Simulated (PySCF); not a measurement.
# Working with the constants of CrC

PBE0 constants of CrC, ⁹Σ⁻ (nonet), unpaired electrons σ ↑↑, π ↑↑↑↑, δ ↑↑, a second solution, started from another occupation (basis Cr def2-TZVPP, C def2-TZVPP; no relativity; PySCF 2.14; masses 51.9405 and 12.0000 u):

```
ωe              : 508.1 cm⁻¹
ωexe            : 4.27 cm⁻¹
Be              : 0.38931 cm⁻¹
αe              : 0.00414 cm⁻¹
D (centrifugal) : 9.14e-07 cm⁻¹
```

Q: Give the vibrational terms G(v) and spacings up to v = 6.

A: G(v) = ωe(v+½) − ωexe(v+½)².

```json
{"v": "0", "G(v) (cm⁻¹)": "253", "G(v) − G(v−1)": "", "Bv (cm⁻¹)": "0.3872"}
{"v": "1", "G(v) (cm⁻¹)": "753", "G(v) − G(v−1)": "500", "Bv (cm⁻¹)": "0.3831"}
{"v": "2", "G(v) (cm⁻¹)": "1244", "G(v) − G(v−1)": "491", "Bv (cm⁻¹)": "0.3790"}
{"v": "3", "G(v) (cm⁻¹)": "1726", "G(v) − G(v−1)": "482", "Bv (cm⁻¹)": "0.3748"}
{"v": "4", "G(v) (cm⁻¹)": "2200", "G(v) − G(v−1)": "474", "Bv (cm⁻¹)": "0.3707"}
{"v": "5", "G(v) (cm⁻¹)": "2665", "G(v) − G(v−1)": "465", "Bv (cm⁻¹)": "0.3665"}
{"v": "6", "G(v) (cm⁻¹)": "3122", "G(v) − G(v−1)": "457", "Bv (cm⁻¹)": "0.3624"}
```
